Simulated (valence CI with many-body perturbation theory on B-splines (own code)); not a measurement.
Ir63+: calculated level list

Calculated by relativistic CI+MBPT: four valence electrons over a frozen Dirac-Fock core [Ne], a basis of 11 s, 11 p, 10 d, 8 f, 5 g, 2 h functions for each j, with the one-electron correlation potential Σ1, the two-electron term Σ2, the three-electron term Σ3, Breit, model QED; selected CI, second order for the rest, scaled by the run's own slope (own B-spline code, finite nucleus).

No measured spectrum was set against this ion. As an estimate, large intervals hold to a few tenths of a per cent, small ones and those within an open d or f shell to about a per cent. Among the levels kept, up to 600 cm⁻¹ of a level comes from second order outside the variational space, and about a tenth of that is noise between levels of different J, which matters for small intervals.

Levels 136 to 169 of 169, with energies above the lowest level, (3s^2 3p1/2^2) J=0. "Leading %" is the weight of the configuration and term that name the level; weights of strongly mixed levels are sums over their largest components and can fall short. In the jj column 3d3/2^4 stands for four electrons in 3d with j = 3/2. Lifetimes count E1, E2, E3, M1 and M2 decay at the calculated energies, and are blank where another channel may lead or the interval is too uncertain; long ones can be off by a factor of two.

| No. | Configuration | Term | J | E (eV) | Leading % | Lifetime | Leading jj |
| --- | --- | --- | --- | --- | --- | --- | --- |
| 136 | 3s.3p2.3d | 3D | 3 | 1834.8 | 76 | 271 fs | 3s 3p3/2^2 3d5/2 (98 %) |
| 137 | 3s.3p2.3d | 3D | 2 | 1837.6 | 31 | 464 fs | 3s 3p3/2^2 3d5/2 (94 %) |
| 138 | 3s.3p2.3d | 3F | 4 | 1838.1 | 59 | 188 fs | 3s 3p3/2^2 3d5/2 (95 %) |
| 139 | 3s.3p2.3d | 3D | 3 | 1850.2 | 50 | 209 fs | 3s 3p3/2^2 3d5/2 (97 %) |
| 140 | 3s.3p2.3d | 1D | 2 | 1850.4 | 45 | 311 fs | 3s 3p3/2^2 3d5/2 (97 %) |
| 141 | 3s.3p2.3d | 1P | 1 | 1864.4 | 36 | 178 fs | 3s 3p3/2^2 3d5/2 (96 %) |
| 142 | 3s.3p2.3d | 1D | 2 | 1877.8 | 38 | 160 fs | 3s 3p3/2^2 3d5/2 (95 %) |
| 143 | 3p3.3d | 3F° | 2 | 1888.1 | 42 | 259 fs | 3p1/2 3p3/2^2 3d3/2 (87 %) |
| 144 | 3p3.3d | 3D° | 1 | 1893.3 | 41 | 209 fs | 3p1/2 3p3/2^2 3d3/2 (93 %) |
| 145 | 3p3.3d | 5D° | 0 | 1899.3 | 49 | 212 fs | 3p1/2 3p3/2^2 3d3/2 (93 %) |
| 146 | 3p3.3d | 3F° | 3 | 1900.8 | 33 | 219 fs | 3p1/2 3p3/2^2 3d3/2 (91 %) |
| 147 | 3p3.3d | 3G° | 4 | 1905.1 | 44 | 249 fs | 3p1/2 3p3/2^2 3d3/2 (90 %) |
| 148 | 3p3.3d | 3F° | 2 | 1920.0 | 29 | 181 fs | 3p1/2 3p3/2^2 3d3/2 (83 %) |
| 149 | 3p3.3d | 3P° | 1 | 1925.5 | 23 | 180 fs | 3p1/2 3p3/2^2 3d3/2 (56 %) |
| 150 | 3p3.3d | 3F° | 2 | 1927.8 | 35 | 225 fs | 3p1/2 3p3/2^2 3d3/2 (69 %) |
| 151 | 3p3.3d | 3D° | 3 | 1929.2 | 19 | 183 fs | 3p1/2 3p3/2^2 3d3/2 (74 %) |
| 152 | 3p2.3d2 | 3F | 4 | 1929.6 | 29 | 1.56 ps | 3p1/2^2 3d5/2^2 (97 %) |
| 153 | 3p2.3d2 | 3P | 2 | 1940.0 | 21 | 1.37 ps | 3p1/2^2 3d5/2^2 (98 %) |
| 154 | 3s.3p.3d2 | 5D° | 0 | 1946.4 | 76 | 170 fs | 3s 3p3/2 3d3/2^2 (94 %) |
| 155 | 3p3.3d | 3D° | 1 | 1948.2 | 18 | 166 fs | 3p1/2 3p3/2^2 3d3/2 (57 %) |
| 156 | 3s.3p.3d2 | 5F° | 3 | 1952.4 | 25 | 162 fs | 3s 3p3/2 3d3/2^2 (82 %) |
| 157 | 3s.3p.3d2 | 5F° | 2 | 1953.4 | 26 | 141 fs | 3s 3p3/2 3d3/2^2 (65 %) |
| 158 | 3s.3p.3d2 | 5D° | 1 | 1955.6 | 26 | 129 fs | 3p1/2 3p3/2^2 3d3/2 (56 %) |
| 159 | 3s.3p.3d2 | 3F° | 4 | 1957.8 | 27 | 176 fs | 3s 3p3/2 3d3/2^2 (86 %) |
| 160 | 3p2.3d2 | 3P | 0 | 1968.5 | 61 | 1.15 ps | 3p1/2^2 3d5/2^2 (97 %) |
| 161 | 3s.3p.3d2 | 3P° | 2 | 1979.7 | 28 | 147 fs | 3s 3p3/2 3d3/2^2 (82 %) |
| 162 | 3s.3p.3d2 | 3D° | 1 | 1990.1 | 39 | 114 fs | 3s 3p3/2 3d3/2^2 (76 %) |
| 163 | 3p3.3d | 3F° | 4 | 1990.2 | 48 | 329 fs | 3p1/2 3p3/2^2 3d5/2 (83 %) |
| 164 | 3p3.3d | 3D° | 3 | 1992.7 | 52 | 244 fs | 3p1/2 3p3/2^2 3d5/2 (90 %) |
| 165 | 3p3.3d | 3G° | 5 | 1994.8 | 66 | 557 fs | 3p1/2 3p3/2^2 3d5/2 (66 %) |
| 166 | 3s.3p.3d2 | 3F° | 2 | 1994.9 | 48 | 105 fs | 3s 3p3/2 3d3/2^2 (85 %) |
| 167 | 3p3.3d | 1G° | 4 | 1998.6 | 35 | 257 fs | 3p1/2 3p3/2^2 3d5/2 (88 %) |
| 168 | 3s.3p.3d2 | 3G° | 3 | 2000.0 | 47 | 102 fs | 3s 3p3/2 3d3/2^2 (82 %) |
| 169 | 3p3.3d | 1S° | 0 | 2004.1 | 41 | 317 fs | 3p1/2 3p3/2^2 3d5/2 (79 %) |
